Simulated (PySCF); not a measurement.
Coordinates in bohr (charge 0 multiplicity 3):
```
O     0.0000    0.0000   -1.5633
Zn    2.9273    0.0000    0.1956
Zn   -2.9273    0.0000    0.1956
```

Computed with PySCF, UPBE0, basis O def2-SVP, Zn def2-SVP (no relativity, density fitting).

This geometry of Zn₂O is a stationary point at this level.

(1) What is the point group?

(2) Is it a minimum?

(3) Which band is strongest in the infrared?

(4) Give the ideal-gas entropy at 298.15 K and 1 bar by parts.

(5) What is the atomisation energy, with and without zero-point energy?

Answers

(1) C2v.

(2) Yes: all harmonic wavenumbers are real.

(3) 727 cm⁻¹ (b2), 160 km/mol.

(4) translation 170.8, rotation 101.0, vibration 19.4, spin 9.1; total 300.3 J/(mol K).

(5) 321 kJ/mol without, 313 kJ/mol with.

Other isomers or separated fragments may lie lower.
